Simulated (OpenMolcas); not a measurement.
A calculation on Mo⁵⁺.

| Property | Result |
| --- | --- |
| Program | OpenMolcas 26.06 |
| Method | CASSCF |
| Basis | ANO-RCC-VTZP [7s6p4d2f1g] |
| Scalar Hamiltonian | DKH2, point nucleus |
| Active space | 1 electron in 5 orbitals (4d) |
| State averaging | 2S+1 = 2 even, 5 roots |
| Spin-orbit coupling | state interaction with AMFI integrals over the reference wave functions, term energies averaged over their components |

Which level of the active space comes out lowest?

4d 2D 3/2, with 100 % of that term; it is also the measured ground level.

How high does 4d 2D 5/2 lie?

2484 cm-1 above the lowest level; measured 2584 cm-1 above the ground level, so the calculation is off by -4 %.

Measured values: Sugar and Musgrove, J. Phys. Chem. Ref. Data 17, 155 (1988).

With one active electron the reference holds no correlation, so core polarisation is missing. Computed and measured levels are paired by configuration, term and J; levels that our copy of the source lacks, or whose pairing is in doubt (as where it misses far off the trend of its configuration), stay unpaired and out of the deviations. Only configurations of the active space appear.
